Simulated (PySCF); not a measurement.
`CSB(Cl)Cl`, CH3BCl2S

Geometry (Å), atoms numbered from 1 in this order:
```xyz
8

B     0.3208    1.1603   -0.9306
Cl    1.8725    0.9525   -0.1831
Cl    0.1215    2.4101   -2.1097
S    -1.0788    0.1209   -0.5170
C    -0.3967   -0.9998    0.7556
H     0.4508   -1.5392    0.3466
H    -1.1942   -1.6856    1.0175
H    -0.0960   -0.4193    1.6208
```

Method: PySCF, GIAO PBE0/def2-SVP magnetisability, rotational g tensor and spin-rotation constants, non-relativistic, gas phase. Geometry: GFN2-xTB.

Task: Give the nuclear spin-rotation constants along the inertial axes (H = +C I·J) beside the isotropic shieldings.

Result: Rotational constants 3.1273, 1.8765, 1.1816 GHz. A star marks the isotopologue with that one atom substituted, in its own axes.
| atom | isotope | Caa (kHz) | Cbb (kHz) | Ccc (kHz) | mean (kHz) | σ (ppm) |
| --- | --- | --- | --- | --- | --- | --- |
| B1 | 11B | 1.003 | 0.649 | 0.208 | 0.620 | 56.8 |
| Cl2 | 35Cl | 1.131 | 0.409 | 0.127 | 0.556 | 759.0 |
| Cl3 | 35Cl | 0.665 | 0.628 | 0.134 | 0.476 | 773.6 |
| H6 | 1H | -0.326 | -0.112 | -0.032 | -0.157 | 29.5 |
| H7 | 1H | -0.050 | -0.133 | -0.135 | -0.106 | 29.9 |
| H8 | 1H | -0.330 | -0.134 | -0.018 | -0.161 | 29.5 |
| S4 | 33S* | 0.719 | 0.549 | 0.234 | 0.500 | 533.7 |
| C5 | 13C* | 0.373 | 0.231 | 0.159 | 0.255 | 177.2 |

For the geometry as given, no vibrational averaging.
